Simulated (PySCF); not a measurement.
A run for PySCF: R-B3LYP/6-31G* on GaH3Se2 (SMILES [SeH][GaH][SeH]), a point of a torsion scan.

```python
from pyscf import gto, scf, dft, mp
from pyscf.data.elements import chemcore

mol = gto.M(
    atom='''
    Se   -2.19498587   -0.71324547   -0.47468469
    Ga   -0.20504342    0.48425354   -0.14655426
    Se    1.81098295   -0.58028319    0.42037189
    H    -2.13234976   -1.21636602    0.88204285
    H    -0.14196346    2.04743969   -0.38220439
    H     2.51935206    0.66968013    0.54601326
    ''',
    basis='6-31g*',
    cart=True,
    charge=0, spin=0, verbose=3, max_memory=1800)
mf = dft.RKS(mol, xc='b3lyp')
mf.conv_tol = 1e-8
mf.max_cycle = 100
mf.kernel()
if not mf.converged:
    mf = mf.newton().run(mf.mo_coeff, mf.mo_occ)
```

It printed:

```
converged SCF energy = -6729.08839136934
```

The run converged.

Cost: about 24 core-seconds (a rough figure).
